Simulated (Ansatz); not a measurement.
Reaction (hydrogenolysis of a Ge–C bond): `C#[C][GeH2][SbH2]` + H₂ → `[GeH3][SbH2]` + `C#C`

Gas-phase electronic energies from Ansatz, PBE0-D4/def2-TZVP geometries. CCSD(T)/CBS adds triple-zeta CCSD(T) − MP2 to the extrapolated MP2 energy (def2 sets, frozen cores). This one scheme is used for every species. Functionals use def2-TZVPP. B3LYP here is the variant with VWN-RPA as its local correlation; programs differ in this. Elements past krypton have def2 core potentials. For Ge, Sb outer-core shells are correlated without core-valence functions, which leaves a few kJ/mol of doubt a bond. Scalar relativity is left out up to krypton.

| level | ΔE (kJ/mol) | difference from CCSD(T)/CBS |
| --- | --- | --- |
| BLYP-D4 | 0.9 | -0.1 |
| BHLYP-D4 | -5.5 | -6.5 |
| B3LYP | -11.7 | -12.7 |
| r2SCAN0 | -5.2 | -6.2 |
| CCSD/def2-SVP | -15.5 | -16.5 |
| CCSD(T)/def2-SVP | -11.2 | -12.2 |
| HF/def2-TZVPP | -19.4 | -20.4 |
| SCS-MP2/def2-TZVPP | 6.5 | 5.5 |
| CCSD(T)/def2-TZVPP | 2.0 | 1.0 |
| CCSD/CBS(def2) | -4.2 | -5.2 |
| CCSD(T)/CBS | 1.0 | 0 |

Largest T1 diagnostic among the species: 0.013.

From BLYP to BHLYP (50 % exact exchange), in def2-TZVPP and without D4, ΔE moves by −3.9 kJ/mol. Leaving LDA and LC-ωPBE aside and taking each functional with its dispersion term where it has one, the values, not all of them listed here, spread over 12.7 kJ/mol, from B97M-V to revPBE-D4. At CCSD(T), def2-SVP lies −12.2 kJ/mol from the extrapolated value and def2-TZVPP +1.0 kJ/mol.
